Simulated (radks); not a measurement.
Numerical settings for neutral germanium, [Ar] 3d10 4s2 4p2. Calculated with a radial shooting solver on a logarithmic mesh with Libxc functionals: Dirac Kohn-Sham, PBE, spin-unpolarised, spherical densities, point nucleus; open shells are shared between the two j in proportion to 2j + 1. The defaults (mesh step 0.008 in ln r, mesh end at 40 bohr or more with all orbitals vanishing there, Anderson mixing 0.5 over 9 steps, residual threshold near 1e-9 with the energy settled to 1e-9 hartree or 1e-11 of itself, here a cap of 72 iterations) give E = -2098.9326 hartree and 4p3/2 at -3.835 eV in 15 iterations. Times are rough (one thread of a shared host). Changes against that run (0 stands for a change within the tolerance of the run):

| setting | iterations | converged | E (mhartree) | e(4p3/2) (meV) | CPU (s) |
|---|---|---|---|---|---|
| mesh step in ln r 0.05 | 15 | yes | +0.00196 | 0 | 0.04 |
| mesh step in ln r 0.03 | 15 | yes | +0.000474 | 0 | 0.06 |
| mesh step in ln r 0.2 | 2 | no | diverged | - | 0.02 |
| mesh end (bohr) 2 | 14 | level above zero | +8.66e+03 | +8.03e+04 | 0.11 |
| mesh end (bohr) 20 | 15 | yes | 0 | +0.00273 | 0.15 |
| residual threshold 1e-16 | 72 | no | 0 | 0 | 0.41 |
| residual threshold 0.01 | 9 | yes | 0 | -0.418 | 0.12 |
| mixing 0.05 | 24 | yes | 0 | 0 | 0.25 |
| linear mixing, mixing 0.05 | 72 | no | +0.064 | -50.3 | 0.6 |
| linear mixing, mixing 1 | 72 | no | +2.48e+05 | +3.86e+03 | 2.3 |
| mixing history 3 | 19 | yes | 0 | 0 | 0.18 |
| iteration cap 2 | 2 | no | +363 | -5.81e+03 | 0.04 |

Settled on a wrong energy, with an occupied level pushed above zero by the early mesh end: mesh end (bohr) 2 (+8.66 hartree). Apart from these: no run marked as converged misses the energy by more than 1 mhartree. A mesh that ends early acts as a hard wall.
